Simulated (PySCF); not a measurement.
## Radial density of Ni¹⁶⁺ (nickel, charge +16)

UHF, [Ne] 3s2, closed-shell 1S. All numbers are calculated (PySCF 2.14, the spin-free X2C one-electron Hamiltonian (Gaussian nucleus), in an even-tempered Gaussian basis (18 s from 1.4 bohr⁻², ratio 2.5; 11 p from 1.8 bohr⁻², ratio 2.5; 5 d from 7.1 bohr⁻², ratio 2.7; 4 f from 11 bohr⁻², ratio 2.7)).

| r (bohr) | 4πr²ρ (e/bohr) |
| --- | --- |
| 0.000755 | 0.1590 |
| 0.00127 | 0.4074 |
| 0.00214 | 1.025 |
| 0.00359 | 2.503 |
| 0.00604 | 5.815 |
| 0.0102 | 12.38 |
| 0.0171 | 22.74 |
| 0.0288 | 32.56 |
| 0.0484 | 32.09 |
| 0.0814 | 25.38 |
| 0.137 | 33.90 |
| 0.230 | 30.76 |
| 0.387 | 8.157 |
| 0.651 | 4.116 |
| 1.10 | 0.3714 |
| 1.84 | 0.001236 |

Densities and radii are taken from the X2C orbitals without a picture-change correction, which distorts them close to the nucleus.
